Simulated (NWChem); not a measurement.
System: C₂H₆N, doublet; SMILES C[N]C

Computed with NWChem. Spin-unrestricted. Structure relaxed at the PBE0/def2-SVP, spin-unrestricted level. No stability test was run on the SCF state. Level: M06-2X/def2-SVP with COSMO at NWChem's default radii, gas-phase geometry; rows give the dielectric constant. Reactions with the solvent are ignored.

```csv
dielectric constant,electrostatic solvation energy (kcal/mol),dipole in solution (D)
1.5,-1.2,1.94
2.0,-1.8,2.03
3.9,-2.8,2.17
4.8,-3.0,2.20
25.0,-3.7,2.31
```
